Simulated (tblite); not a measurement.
Compound: C5H4ClF2 (doublet state).
Atom-mapped SMILES: `[CH3:1][C:2]1[CH:3]=[C:4]1[C:5]([F:6])([F:7])[Cl:8]` (hydrogens: H9, H10, H11 on C1; H12 on C3)
Bond orders are those of one Lewis drawing.

Computed with GFN2-xTB (tblite), gas phase: L-BFGS steps from a force-field or distance-geometry start until the largest atomic force falls under 0.01 eV/Å.

Geometry at step 6:
```
atom  x, y, z in Å
C1     -1.8330   -0.3408    0.4108
C2     -0.9491    0.1874   -0.6638
C3     -0.1207    1.3744   -0.6516
C4      0.5357    0.2376   -0.5037
C5      1.7376   -0.4841   -0.1067
F6      2.0324   -1.4442   -1.0208
F7      1.5796   -1.1816    1.0389
Cl8     3.1307    0.6328    0.0719
H9     -2.8780   -0.0611    0.2862
H10    -1.4533    0.0717    1.3459
H11    -1.7352   -1.4297    0.4422
H12    -0.0456    2.4369   -0.6754
```

Problem. Give the atomic forces at this geometry.

Solution. 
| atom | Fx (eV/Å) | Fy (eV/Å) | Fz (eV/Å) |
| --- | --- | --- | --- |
| C1 | -0.063 | -0.101 | -0.129 |
| C2 | -0.032 | -0.099 | 0.209 |
| C3 | -0.148 | 0.413 | -0.019 |
| C4 | 0.296 | -0.295 | 0.000 |
| C5 | -0.088 | -0.254 | -0.377 |
| F6 | 0.265 | 0.171 | -0.035 |
| F7 | -0.047 | 0.207 | 0.168 |
| Cl8 | 0.089 | -0.113 | 0.011 |
| H9 | 0.109 | -0.039 | -0.057 |
| H10 | -0.201 | -0.092 | 0.282 |
| H11 | -0.171 | 0.194 | 0.022 |
| H12 | -0.008 | 0.008 | -0.075 |

The largest, 0.46 eV/Å, acts on C5; the rms over all components is 0.173 eV/Å. The forces sum to zero within rounding, as they must for an isolated molecule in no field.

Problem. Give the force on C5 in Eh/bohr and in nN.

Solution. 0.463 eV/Å ÷ 51.422 = 0.00900 Eh/bohr, and 0.463 eV/Å × 1.602 = 0.74 nN.

Problem. How far is this geometry from the end of the optimisation?

Solution. 0.773 eV above it, and 0.816 Å rms away after alignment. The bonds farthest from their final lengths, with half the difference of the two atoms' forces along the bond (positive lengthens):

```json
{"bond": "C5–Cl8", "now (Å)": "1.794", "final (Å)": "2.020", "force along bond (eV/Å)": "+0.13"}
{"bond": "C3=C4", "now (Å)": "1.321", "final (Å)": "1.451", "force along bond (eV/Å)": "+0.42"}
{"bond": "C2–C3", "now (Å)": "1.448", "final (Å)": "1.333", "force along bond (eV/Å)": "+0.18"}
{"bond": "C4–C5", "now (Å)": "1.457", "final (Å)": "1.404", "force along bond (eV/Å)": "-0.22"}
{"bond": "C2–C4", "now (Å)": "1.494", "final (Å)": "1.450", "force along bond (eV/Å)": "+0.15"}
{"bond": "C1–C2", "now (Å)": "1.488", "final (Å)": "1.452", "force along bond (eV/Å)": "-0.11"}
```

The angle farthest from its final value is C1–C2–C3, 128.7° against 152.3°.

Of the 6 listed bonds off by 0.010 Å or more, this force points towards the final length in 4.

What follows is the cost of the whole relaxation. The run took 0.62 s wall on an Arm Neoverse V1 with one thread, on a shared host.
